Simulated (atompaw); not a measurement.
**An all-electron radial function and its pseudo partner (P (Z = 15))**

Columns: radius, all-electron u(r) and pseudo u(r) of the 3p shell (level -5.60 eV) of phosphorus in the configuration [Ne] 3s2 3p3; LDA (PW92), scalar-relativistic, PAW (atompaw) scheme, atompaw 4.2.0.5.

| r (bohr) | all-electron | pseudo |
| --- | --- | --- |
| 0.069 | -0.0789 | 0.0036 |
| 0.138 | -0.1942 | 0.0143 |
| 0.208 | -0.2730 | 0.0321 |
| 0.277 | -0.3011 | 0.0560 |
| 0.346 | -0.2873 | 0.0856 |
| 0.415 | -0.2432 | 0.1199 |
| 0.485 | -0.1780 | 0.1588 |
| 0.554 | -0.1022 | 0.2000 |
| 0.623 | -0.0209 | 0.2431 |
| 0.692 | 0.0614 | 0.2871 |
| 0.762 | 0.1427 | 0.3318 |
| 0.831 | 0.2187 | 0.3748 |
| 0.900 | 0.2892 | 0.4161 |
| 0.969 | 0.3536 | 0.4552 |
| 1.038 | 0.4115 | 0.4913 |
| 1.108 | 0.4636 | 0.5248 |
| 1.177 | 0.5084 | 0.5543 |
| 1.246 | 0.5469 | 0.5803 |
| 1.315 | 0.5796 | 0.6029 |
| 1.385 | 0.6071 | 0.6224 |
| 1.454 | 0.6290 | 0.6384 |
| 1.523 | 0.6462 | 0.6514 |
| 1.592 | 0.6592 | 0.6615 |
| 1.662 | 0.6683 | 0.6691 |
| 1.731 | 0.6739 | 0.6740 |
| 1.800 | 0.6763 | 0.6763 |

How many radial nodes do the two functions have?

The all-electron 3p function has n − l − 1 = 1; the pseudo-wave has 0, since the states of the same l below it are removed with the core.

Is the pseudo-wave norm-conserving?

No, it belongs to a PAW set: the norm inside the radius is not constrained, and the difference is carried by the augmentation charge.
